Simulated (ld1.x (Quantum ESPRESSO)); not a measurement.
## Before and after: TM potential for nickel

ld1.x (Quantum ESPRESSO) 7.5 input, shortened:

```
&input
   title='Ni', zed=28., rel=2, dft='PW91', iswitch=3,
   config='[Ar] 3d8 4s2 4p0', rel_dist='average'
 /
 &inputp
   pseudotype=2, tm=.true., lloc=-1, rcloc=1.10,
   nlcc=.false.
 /
3
4S  1  0   2.00   0.00  1.80  1.80  0.0
3P  2  1   6.00   0.00  1.20  1.20  0.0
3D  3  2   8.00   0.00  1.55  1.55  0.0
 &test
   configts(1)='3p6 3d8 4s2 4p0'
 /
```

Open shells are filled in proportion to 2j + 1 (rel_dist='average').

All-electron outer shells of the reference configuration (PW91, scalar-relativistic, ld1.x):

| shell | level (eV) | outermost node (bohr) | outermost maximum (bohr) |
| --- | --- | --- | --- |
| 2p | -845.09 | – | 0.16 |
| 3s | -111.06 | 0.30 | 0.64 |
| 3p | -71.44 | 0.27 | 0.65 |
| 3d | -8.95 | – | 0.63 |
| 4s | -5.70 | 0.92 | 2.24 |
| 4p | -1.28 | 1.00 | 3.17 |

Change: functional PBEsol.

Cutoffs: the cutoffs (Ry, on a coarse ladder) from which the occupation-weighted sum of valence levels, in a spherical-Bessel basis at the reference potential, stays within 10 and 1 mRy of its value at 400 Ry; they do not see the model core or the augmentation charge, which bear on the density cutoff. Errors are all-electron minus pseudo energies relative to the spin-unpolarised reference configuration.

**Question.** Predict the effect on cutoff, ghosts and configuration errors.

**Answer.** The potential gets neither clearly harder nor softer (120 Ry and 200 Ry → 120 Ry and 200 Ry); both files keep a bound ghost (s); of the 7 tests that both files solve, the error grows in 4 and shrinks in 0 by more than 15 % and 0.3 meV (median size 13.9 → 13.1 meV).

```tsv
quantity	base	changed
cutoff, loose	120 Ry	120 Ry
cutoff, tight	200 Ry	200 Ry
bound ghosts	s	s
error for 3p6 3d8 4s1 4p0, meV [ΔE 9.39 → 9.34 eV]	-2.4	-2.9
error for 3p6 3d8 4s0 4p0, meV [ΔE 26.80 → 26.60 eV]	-16	-20
error for 3p6 3d7 4s0 4p0, meV [ΔE 64.38 → 64.03 eV]	+72	+64
error for 3p6 3d7 4s2 4p1, meV [ΔE 10.58 → 10.58 eV]	+14	+13
error for 3p6 3d8 4s0 4p2, meV [ΔE 9.56 → 9.54 eV]	-6.7	-8.2
error for 3p6 3d6 4s0 4p0, meV [ΔE 122.06 → 121.55 eV]	+332	+313
error for 3p6 3d8 4s0 4p1, meV [ΔE 15.10 → 15.05 eV]	-11	-13
s: phases at 1.96 bohr within 0.05 rad from the reference energy up to (Ry; the scan ends near 5)	4.5	4.5
p1/2: phases at 1.96 bohr within 0.05 rad from the reference energy up to (Ry; the scan ends near 5)	to the end of the scan	to the end of the scan
p3/2: phases at 1.96 bohr within 0.05 rad from the reference energy up to (Ry; the scan ends near 5)	to the end of the scan	to the end of the scan
d3/2: phases at 1.96 bohr within 0.05 rad from the reference energy up to (Ry; the scan ends near 5)	2.1	2.1
d5/2: phases at 1.96 bohr within 0.05 rad from the reference energy up to (Ry; the scan ends near 5)	2.2	2.2
```

Base: These tests converged, but a pseudo level misses the all-electron one widely, so the file describes the atom poorly there or has found another state: 3p6 3d6 4s0 4p0: empty 4s by 6.5 eV (a node warning on the way). A true bound ghost makes a file unfit for plane-wave use even where its test errors are small: the radial tests pick states by their node count and pass the ghost by.
